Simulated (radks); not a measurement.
The lead ion Pb+, configuration [Hg] 6p1 (the NIST ground configuration). Calculated with a radial shooting solver on a logarithmic mesh with Libxc functionals: scalar-relativistic Kohn-Sham, revPBE, spin-polarised, spherical densities, finite nucleus; open shells are filled with parallel spins first (spin-orbit coupling, left out, can overturn this in heavy ions); Fermi nuclear charge, rms radius 5.5012 fm.

Unscreened Slater integrals over Kohn-Sham orbitals (cm^-1). They are taken over the spin-up orbitals.

F0(6p,6p): 66010
F2(6p,6p): 35550
F0(6p,6s): 74206
G1(6p,6s): 44592
F0(6p,5d): 82097
F2(6p,5d): 24629
G1(6p,5d): 9943.9
G3(6p,5d): 8175.9
F0(6p,5p): 84267
F2(6p,5p): 17903
G0(6p,5p): 2906.6
G2(6p,5p): 3903.8
F0(6s,6s): 87864
F0(6s,5d): 104390
G2(6s,5d): 22269
F0(6s,5p): 108950
G1(6s,5p): 7983.1
F0(5d,5d): 152340
F2(5d,5d): 79215
F4(5d,5d): 52718
F0(5d,5p): 171690
F2(5d,5p): 86103
G1(5d,5p): 104580
G3(5d,5p): 65002
F0(5p,5p): 201900
F2(5p,5p): 108910

Derived for the open shells (J is the average intra-shell exchange parameter used in DFT+U). 6p: J = F2/5 = 7110 cm^-1.
